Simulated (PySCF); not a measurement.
# TDDFT excited states: [C8H9]+

Species: C8H9 (charge +1).
SMILES: `C=CC1=C[CH+]CC=C1`

Level of theory: TDDFT CAM-B3LYP/def2-SVPD, vertical, gas phase, core orbitals frozen in the response in PySCF 2.14.0, density-fitted response routines. One conformer (not necessarily the lowest) at the GFN2-xTB geometry, without solvent, vibrations or thermal averaging. Torsions of this conformer, `[CH2:1]=[CH:2][C:3]1=[CH:4][CH+:5][CH2:6][CH:7]=[CH:8]1`: C1–C2–C3–C4 -177°.

Task: Predict the UV-vis stick spectrum at this level.

Result: 

```csv
state,λ (nm),E (eV),f,"main configurations (H = HOMO, L = LUMO)"
S1,301.7,4.11,0.102,"H-1→L (87%), H→L (12%)"
S2,287.8,4.31,0.534,"H→L (86%), H-1→L (12%)"
S3,239.5,5.18,0.0001,H-2→L (96%)
S4,216.7,5.72,0.0008,H-3→L (92%)
S5,197.9,6.27,0.0018,H-5→L (93%)
S6,188.5,6.58,0.028,"H-4→L (75%), H-1→L+1 (20%)"
S7,186.0,6.67,0.0004,H→L+1 (95%)
S8,170.5,7.27,0.016,H-6→L (87%)
```

Triplets (Tamm–Dancoff): T1 2.50 eV, H→L (94%); T2 2.69 eV, H-1→L (94%); T3 4.51 eV, H-1→L+1 (37%), H-4→L (34%), H→L+2 (20%).

The lowest singlet lies at 4.11 eV (302 nm, ultraviolet) and is of moderate strength; its leading configuration is HOMO-1→LUMO (87%). The most intense listed level is S2 at 4.31 eV (288 nm, f = 0.534), 0.20 eV above S1. Löwdin shares by element: HOMO carbon 70% or more (atoms not listed hold the other 30%); LUMO carbon 65% or more (atoms not listed hold the other 35%). The listed states span 3.16 eV, and the widest gap between neighbours is 0.87 eV (S2 to S3). The oscillator strengths of these states sum to 0.683; summed over the whole spectrum of an exact calculation they would give the number of electrons, 56 (Thomas–Reiche–Kuhn). Of the 8 states listed, 4 reach f = 0.01 and 2 stay under 0.0005. No computed singlet lies in the visible range (380 to 750 nm); the lowest, at 302 nm, stands 0.85 eV above its violet end (3.26 eV); a Tamm–Dancoff triplet lies at 496 nm, without intensity as long as spin–orbit coupling is left out. The window holds the lowest 8 singlets.
